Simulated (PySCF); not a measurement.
Below is a simulated gas-phase C 1s photoelectron spectrum of `C=C1CC/C1=C\C[SiH2]N`.

Every computed line was given a Gaussian of 0.8 eV full width at half maximum and an area set by the number of equivalent atoms; the highest printed point is 100. Method used: delta-SCF UKS SCAN, pcX-2 on the ionised atom, pcseg-1 elsewhere, spin-free X2C in PySCF.

| binding energy (eV) | intensity |
| --- | --- |
| 288.1 | 0 |
| 288.2 | 0 |
| 288.3 | 0 |
| 288.4 | 1 |
| 288.5 | 2 |
| 288.6 | 3 |
| 288.7 | 6 |
| 288.8 | 9 |
| 288.9 | 14 |
| 289.0 | 20 |
| 289.1 | 26 |
| 289.2 | 33 |
| 289.3 | 41 |
| 289.4 | 50 |
| 289.5 | 60 |
| 289.6 | 71 |
| 289.7 | 81 |
| 289.8 | 90 |
| 289.9 | 97 |
| 290.0 | 100 |
| 290.1 | 98 |
| 290.2 | 92 |
| 290.3 | 82 |
| 290.4 | 69 |
| 290.5 | 54 |
| 290.6 | 40 |
| 290.7 | 27 |
| 290.8 | 18 |
| 290.9 | 11 |
| 291.0 | 6 |
| 291.1 | 3 |
| 291.2 | 1 |
| 291.3 | 1 |
| 291.4 | 0 |
| 291.5 | 0 |

How many maxima does the curve show, and how many computed lines lie under it?

The curve has 1 maximum (at 290.0 eV). Under it lie 7 lines from 7 inequivalent carbon sites. At this width some lines have no maximum of their own.

Decompose the envelope and assign each component. Numbering: `[CH2:1]=[C:2]1[CH2:3][CH2:4]/[C:5]1=[CH:6]\[CH2:7][SiH2:8][NH2:9]`.

```
position (eV)  relative area  line  atoms                      environment
       289.25              1  C 1s     C1             terminal =CH2 carbon
       289.74              1  C 1s     C6                 alkene CH carbon
       289.75              1  C 1s     C5  fully substituted alkene carbon
       290.01              1  C 1s     C7      sp3 carbon bound to silicon
       290.08              1  C 1s     C2  fully substituted alkene carbon
       290.25              1  C 1s     C4                   allylic carbon
       290.35              1  C 1s     C3                   allylic carbon
```

Lowest listed C 1s: C1, bonded to C (double bond) and 2 H. Highest, 1.10 eV above it: C3, bonded to 2 C and 2 H. The widest gap between neighbouring values is 0.49 eV, between 289.25 and 289.74 eV. Summing the Pauling electronegativity differences to the bonded atoms, each weighted by its formal bond order, gives -0.70 for the lowest site and -0.70 for the highest; the largest sum, 0.00, belongs to C2, 0.27 eV below the top. The smallest sum, -1.35, belongs to C7, 0.76 eV above the lowest. The values 289.74 and 289.75 eV lie too close for their order to be trusted.

Shake-up satellites, vibrational structure and lifetime widths aren't simulated. The unrestricted hole states depart most from a pure doublet (⟨S²⟩ = 0.75; over 0.85 named) for C 1s of C2 (0.95), C 1s of C5 (0.87) and C 1s of C6 (0.85), which makes these values less certain. The structure is a single PBE0-D3(BJ)/def2-SVP conformer in the gas phase; no vibrational or solvent corrections.

Conformer computed: `[CH2:1]=[C:2]1[CH2:3][CH2:4]/[C:5]1=[CH:6]\[CH2:7][SiH2:8][NH2:9]`: C5–C6–C7–Si8 94°, C6–C7–Si8–N9 -53°, H–N9–Si8–C7 -167°, H–N9–Si8–C7 57°.
